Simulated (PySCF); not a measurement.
## Pt⁺: ionisation energy

Pt⁺ [Xe] 4f14 5d9 (2D) → Pt²⁺ [Xe] 4f14 5d8 (3F), as a difference of total energies. Computed with PySCF 2.14 in cc-pVTZ-PP with ECP60MDF (5s5p4d2f1g, 63 functions), with a scalar-relativistic core potential. Correlated levels: valence: 5s2 5p6 frozen. The calculations carry no spin-orbit coupling.

| method | ionisation energy (eV) |
| --- | --- |
| UHF | 16.872 |
| TPSS | 18.770 |
| LDA | 19.556 |
| MP2 (valence) | 18.671 |
| SCS-MP2 (valence) | 18.558 |

**Question.** How much does correlation contribute at MP2 (valence)?

**Answer.** 18.671 − (16.872) = 1.799 eV, measured against UHF.

The reference lies between the lowest fine-structure levels, while these numbers refer to the centres of the terms.

Errors of the correlated levels include the incompleteness of this basis and the frozen core.

For comparison: 18.56 ± 0.12 eV (measured; NIST Atomic Spectra Database, ionization energies).
